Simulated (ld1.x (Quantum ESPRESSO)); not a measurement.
## vanadium: PAW pseudisation with PBEsol, scalar-relativistic reference atom.

```json
{
  "Element": "vanadium (V)",
  "Generator": "ld1.x (Quantum ESPRESSO) 7.5",
  "Type": "PAW",
  "Functional": "PBEsol",
  "Relativity": "scalar-relativistic",
  "Frozen core": "[Ne]",
  "Valence charge": "13",
  "Reference configuration": "3s2 3p6 3d3 4s2 4p0",
  "Partial waves": "3s (bound): rcut 1.25, rcutus 1.50 bohr; 4s (bound): rcut 1.25, rcutus 1.50 bohr; 3p (bound): rcut 1.40, rcutus 1.45 bohr; 4p (bound, empty): rcut 1.40, rcutus 1.45 bohr; 3d (bound): rcut 1.25, rcutus 1.75 bohr; 3d channel at 1.6 Ry: rcut 1.25, rcutus 1.75 bohr; 4f channel at 0.35 Ry: rcut 1.40, rcutus 1.75 bohr; 4f channel at 1 Ry: rcut 1.40, rcutus 1.75 bohr",
  "Local potential": "all-electron potential smoothed inside 1.45 bohr (lloc = -1)",
  "Core correction": "Bessel-smoothed model core, default radius (core density twice the valence density)",
  "Augmentation charge": "BESSEL, radius 1.10 bohr"
}
```

All-electron outer shells of the reference configuration (PBEsol, scalar-relativistic, ld1.x):

```
shell  level (eV)  outermost node (bohr)  outermost maximum (bohr)
   2s     -601.89                   0.09                      0.26
   2p     -502.79                      –                      0.21
   3s      -70.03                   0.38                      0.82
   3p      -43.95                   0.35                      0.84
   3d       -5.18                      –                      0.90
   4s       -4.72                   1.17                      2.76
   4p       -1.43                   1.30                      3.63
```

Calculated quality:

| Item | Value |
| --- | --- |
| Cutoffs needed | 40 Ry and 70 Ry (the cutoffs (Ry, on a coarse ladder) from which the occupation-weighted sum of valence levels, in a spherical-Bessel basis at the reference potential, stays within 10 and 1 mRy of its value at 400 Ry) |
| Ghost test | no extra level below or beside the all-electron valence levels (s, p, d, f tested) (spherical-Bessel basis up to 400 Ry, 20 bohr box) |
| Largest excitation error | +6.4 meV (all-electron minus pseudo) for 3s2 3p6 3d2 4s0 4p0, out of 7 test configurations |
| Lowest eigenvalue of the overlap operator | 0.05 (s channel) |

Generation and tests took about 6.3 s on one core of a shared server CPU.
